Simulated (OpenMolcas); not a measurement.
**Kr4+: Slater's ratio, worked from levels**

```
Program             : OpenMolcas 26.06
Basis               : ANO-RCC-VQZP [7s6p4d2f1g]
Scalar Hamiltonian  : DKH2, point nucleus
Active space        : 2 electrons in 3 orbitals (4p)
State averaging     : 2S+1 = 3 even, 3 roots; 2S+1 = 1 even, 6 roots
Spin-orbit coupling : state interaction with AMFI integrals over the reference wave functions, term energies averaged over their components
```

Methods: CASSCF; SS-CASPT2, IPEA 0.25 Eh, imaginary shift 0.1 Eh (closed shells correlated: 3d 4s). Measured levels: Saloman, J. Phys. Chem. Ref. Data 36, 215 (2007).

**Slater's ratio.** With one set of orbitals, p2 has ¹D - ³P = 6 F2 and ¹S - ¹D = 9 F2 (F2 = F²/25), a ratio of 3/2. Term energies are centres of gravity, weighted by 2J + 1.

```tsv
Source	¹D - ³P	¹S - ³P	F2 from the first	Ratio
CASSCF	16984	40677	2831	1.395
SS-CASPT2	14143	34087	2357	1.410
measured	14256	33737	2376	1.367
```

Energies in cm-1. A ratio away from 3/2 shows effects beyond one configuration with one set of orbitals, and in heavier atoms second-order spin-orbit shifts.

CASPT2 breaks the degeneracy within a term, and the mean is taken; among the terms shown or strongly mixed into the levels shown the widest spread is 100 cm-1 (4s² 4p² ¹D, SS-CASPT2). With the s shell closed, the reference lacks s² → p² mixing. Computed and measured levels are paired by configuration, term and J; levels that our copy of the source lacks, or whose pairing is in doubt (as where it misses far off the trend of its configuration), stay unpaired and out of the deviations. Levels of configurations outside the active space are missing.
